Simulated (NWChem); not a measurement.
**Correlation energy of CH2ClF**

```
C
F 1 1.3524
H 1 1.0999 2 109.79
H 1 1.0999 3 111.47 2 -121.88
Cl 1 1.7918 3 107.34 4 -117.27
```
Charge 0, spin multiplicity 1.

The numbers come from NWChem runs, not from measurements. All single points use one geometry, from B3LYP/def2-SVP, a minimum by its harmonic frequencies.

Basis set: def2-SVP. Each correlation energy counts from its own Hartree-Fock reference.

```csv
method,correlation energy (mHa),difference from CCSD(T)
MP2,-458.6,+37.6
SCS-MP2,-448.3,+47.9
CR-CCSD[T],-494.7,+1.5
CR-CCSD(T),-494.1,+2.1
CCSD,-486.0,+10.1
CCSD+T(CCSD),-496.9,-0.8
CCSD(T),-496.2,0.0
```

The values span 48.6 mHa, from CCSD+T(CCSD) (lowest) to SCS-MP2 (highest). 

The correlated methods keep 7 core orbitals frozen. The structure started from a generated list of species. Differences from the coupled-cluster row are differences between methods, not errors against experiment.
